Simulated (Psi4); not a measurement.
CH3Cl, charge +1, doublet, at a GFN2-xTB geometry (a state made from the parent by changing its charge; the spin is typed, not shown lowest), atoms displaced at random by about 0.08 Å a coordinate; PBE/STO-3G, gradient in Psi4.

The Psi4 input:
```
memory 2 GB

molecule mol {
1 2
  C    -0.190795    0.091869   -1.182449
  Cl   -0.012914   -0.000286    0.590474
  H    -0.088693    1.090683   -1.380735
  H     0.942501   -0.325891   -1.288214
  H    -1.002323   -0.355766   -1.608444
symmetry c1
no_reorient
no_com
}

set basis sto-3g
set reference uks

gradient('pbe')
print_variables()
```

What the program printed (banner, timings and long lists left out):

```
gradient() will perform analytic gradient computation.

   => Loading Basis Set <=

    Name: STO-3G
    Role: ORBITAL
    Keyword: BASIS

         ---------------------------------------------------------
                                   SCF
               by Justin Turney, Rob Parrish, Andy Simmonett
                          and Daniel G. A. Smith
                              UKS Reference
         ---------------------------------------------------------

  ==> Geometry <==

    Molecular point group: c1
    Full point group: C1

    Geometry (in Angstrom), charge = 1, multiplicity = 2:

       Center              X                  Y                   Z               Mass
    ------------   -----------------  -----------------  -----------------  -----------------
         C           -0.190795000000     0.091869000000    -1.182449000000    12.000000000000
         CL          -0.012914000000    -0.000286000000     0.590474000000    34.968852682000
         H           -0.088693000000     1.090683000000    -1.380735000000     1.007825032230
         H            0.942501000000    -0.325891000000    -1.288214000000     1.007825032230
         H           -1.002323000000    -0.355766000000    -1.608444000000     1.007825032230

  Running in c1 symmetry.

  Rotational constants: A =      4.77900  B =      0.45612  C =      0.44783 [cm^-1]
  Rotational constants: A = 143270.93219  B =  13673.99242  C =  13425.60014 [MHz]
  Nuclear repulsion =   51.862515223882596

  Charge       = 1
  Multiplicity = 2
  Electrons    = 25
  Nalpha       = 13
  Nbeta        = 12

  ==> Algorithm <==

  SCF Algorithm Type is DF.
  DIIS enabled.
  MOM disabled.
  Fractional occupation disabled.
  Guess Type is SAD.
  Energy threshold   = 1.00e-08
  Density threshold  = 1.00e-08
  Integral threshold = 1.00e-12

  ==> Primary Basis <==

  Basis Set: STO-3G
    Blend: STO-3G
    Number of shells: 11
    Number of basis functions: 17
    Number of Cartesian functions: 17
    Spherical Harmonics?: true
    Max angular momentum: 1

  ==> DFT Potential <==

   => LibXC <=

    Version 7.1.2
    S. Lehtola, C. Steigemann, M. J. T. Oliveira, and M. A. L. Marques,  SoftwareX 7, 1–5 (2018) (10.1016/j.softx.2017.11.002)

   => Composite Functional: PBE <=

    PBE GGA Exchange-Correlation Functional

    J.P. Perdew et. al., Phys. Rev. Lett., 77(18), 3865-3868, 1996

    Deriv               =              1
    GGA                 =           TRUE
[...]
  @DF-UKS Final Energy:  -493.94899589181938
    Total Energy =                       -493.9489958918193793
[...]
    K tasked:                   No
    wK tasked:                  No
    Integrals threads:           1
    Schwarz Cutoff:          1E-12
    Fitting Condition:       1E-10

   => Auxiliary Basis Set <=

  Basis Set: (STO-3G AUX)
    Blend: DEF2-UNIVERSAL-JKFIT
    Number of shells: 81
    Number of basis functions: 257
    Number of Cartesian functions: 304
    Spherical Harmonics?: true
    Max angular momentum: 4

  ==> DFT Potential <==

   => LibXC <=

    Version 7.1.2
    S. Lehtola, C. Steigemann, M. J. T. Oliveira, and M. A. L. Marques,  SoftwareX 7, 1–5 (2018) (10.1016/j.softx.2017.11.002)

   => Composite Functional: PBE <=

    PBE GGA Exchange-Correlation Functional

    J.P. Perdew et. al., Phys. Rev. Lett., 77(18), 3865-3868, 1996

    Deriv               =              1
    GGA                 =           TRUE
    Meta                =          FALSE

    Exchange Hybrid     =          FALSE
    MP2 Hybrid          =          FALSE

   => Exchange Functionals <=

    1.0000     XC_GGA_X_PBE

   => Correlation Functionals <=

    1.0000     XC_GGA_C_PBE

   => LibXC Density Thresholds  <==

    XC_GGA_C_PBE:  1.00E-12
    XC_GGA_X_PBE:  1.00E-15

   => Molecular Quadrature <=

    Radial Scheme          =       TREUTLER
    Pruning Scheme         =           NONE
    Nuclear Scheme         =       TREUTLER

    Blocking Scheme        =         OCTREE
    BS radius alpha        =              1
    Pruning alpha          =              1
    Radial Points          =             75
    Spherical Points       =            302
    Total Points           =         106461
    Total Blocks           =            859
    Max Points             =            256
    Max Functions          =             17
    Weights Tolerance      =       1.00E-15

  -Total Gradient:
     Atom            X                  Y                   Z
    ------   -----------------  -----------------  -----------------
       1       -0.100400933189     0.031227201984    -0.039296799320
       2        0.011885181430     0.007291669622    -0.042347498617
       3       -0.010629853290    -0.092846274395     0.027488576625
       4        0.029076322464    -0.001520080178     0.020021620361
       5        0.070070370568     0.055846212427     0.034142984180

  Variable Map:
  ----------------------------------------------------------------------------
[...]
  Array Variable Map:
  ----------------------------------------------------------------------------
[...]
[...]
```
